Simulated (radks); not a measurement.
Results of a calculation; reference values are marked as such.
Q: Valence configurations of the krypton ion Kr2+ (all share [Ar]). Level of theory: scalar-relativistic Kohn-Sham, PBE, spin-polarised, spherical densities, point nucleus; open shells are filled with parallel spins first (a radial shooting solver on a logarithmic mesh with Libxc functionals). Order these by energy: 3d9.5 4s1.5 4p5; 3d9 4s1 4p6; 3d10 4s2 4p4; 3d10 4s1 4p5; 3d8 4s2 4p6; 3d9 4s2 4p5; 3d10 4s0.5 4p5.5; 3d9.5 4s1 4p5.5; 3d10 4p6; 3d10 4s1.5 4p4.5.

A: From the lowest, in eV above it: 3d10 4s2 4p4 0.000; 3d10 4s1.5 4p4.5 7.553; 3d10 4s1 4p5 15.117; 3d10 4s0.5 4p5.5 23.541; 3d10 4p6 31.464; 3d9.5 4s1.5 4p5 47.406; 3d9.5 4s1 4p5.5 55.167; 3d9 4s2 4p5 81.915; 3d9 4s1 4p6 97.813; 3d8 4s2 4p6 174.46. NIST lists [Ar] 3d10 4s2 4p4 as the ground configuration; this level of theory agrees among the configurations tried. The energies are those of spherical high-spin densities, not of single terms.
